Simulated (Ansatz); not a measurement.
Relaxation of BClGeH₄S (8 atoms, charge 0, multiplicity 1), to a largest force component of 0.02 eV/Å in at most 50 steps.

The calculation used RKS BHLYP-D4/def2-SVP (Ansatz).

```xyz
8
Properties=species:S:1:pos:R:3:forces:R:3
B -0.307 1.612 0.131 -1.00 0.91 -0.60
S 1.266 0.772 0.469 0.11 -0.32 0.03
Ge 0.347 -1.218 0.048 1.72 -0.69 0.62
Cl -0.060 -1.365 -2.040 -0.26 -0.08 -0.30
H -0.608 2.003 -0.996 0.38 -0.35 0.61
H -1.129 1.855 0.992 0.42 -0.24 -0.07
H 1.438 -2.320 0.421 -0.68 0.84 -0.33
H -0.854 -1.395 0.919 -0.70 -0.06 0.04
```

Q: Where does it end, and by what steps?

A: The forces met the threshold. After 22 steps the energy has fallen by 0.769 eV; H5 moved furthest, 1.38 Å.

| step | energy less start (eV) | largest force component (eV/Å) | accepted |
| --- | --- | --- | --- |
| 0 | 0.0000 | 1.723 | yes |
| 1 | -0.1068 | 0.840 | yes |
| 2 | -0.1441 | 0.256 | yes |
| 3 | -0.1504 | 0.096 | yes |
| 4 | -0.1528 | 0.070 | yes |
| 5 | -0.1548 | 0.043 | yes |
| 6 | -0.1572 | 0.068 | yes |
| 7 | -0.1624 | 0.122 | yes |
| 8 | -0.1728 | 0.227 | yes |
| 9 | -0.1928 | 0.333 | yes |
| 10 | -0.2267 | 0.456 | yes |
| 11 | -0.2780 | 0.535 | yes |
| 12 | -0.3452 | 0.598 | yes |
| 13 | -0.4816 | 0.486 | yes |
| 14 | -0.5831 | 0.827 | yes |
| 15 | -0.6610 | 0.666 | yes |
| 16 | -0.6327 | 0.992 | no |
| 17 | -0.7181 | 0.277 | yes |
| 18 | -0.7480 | 0.181 | yes |
| 19 | -0.7671 | 0.047 | yes |
| 20 | -0.7668 | 0.080 | no |
| 21 | -0.7683 | 0.020 | yes |
| 22 | -0.7690 | 0.008 | yes |

```xyz
8
Properties=species:S:1:pos:R:3
B -0.316 1.746 0.030
S 1.182 0.787 -0.060
Ge 0.388 -1.291 0.109
Cl -0.344 -1.924 -1.820
H -0.193 2.930 -0.056
H -1.384 1.229 0.176
H 1.544 -2.208 0.487
H -0.785 -1.327 1.078
```

The run took 73 s on 2 threads of Arm Neoverse V1, on a shared host, peak memory 0.24 GiB.
